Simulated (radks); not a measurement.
Charge is removed step by step from the 5s down level of neutral tellurium, starting from [Kr] 4d10 5s(up 1, down 1) 5p4. All-electron calculation, scalar-relativistic Kohn-Sham, PBEsol, spin-polarised, spherical densities, point nucleus; open shells are filled with parallel spins first (spin-orbit coupling, left out, can overturn this in heavy ions). Program: a radial shooting solver on a logarithmic mesh with Libxc functionals.

| removed (e) | E - E(0) (eV) | eigenvalue (eV) | E minus straight line (eV) |
|---|---|---|---|
| 0 | 0.000 | -14.427 | 0.000 |
| 0.25 | 3.857 | -16.443 | -0.783 |
| 0.5 | 8.226 | -18.524 | -1.053 |
| 0.75 | 13.122 | -20.659 | -0.796 |
| 1 | 18.558 | -22.841 | 0.000 |

Removing the whole electron costs 18.558 eV by Delta-SCF, against 14.427 eV from minus the eigenvalue at the starting occupation. Slater's transition state (half an electron removed) gives 18.524 eV. Integrating minus the eigenvalue over the occupation (Janak's theorem) gives 18.560 eV. In this scalar-relativistic scheme the density is built from large components alone, so the theorem holds only approximately. The mean slope of the eigenvalue, de/dn, is 8.41 eV per electron.
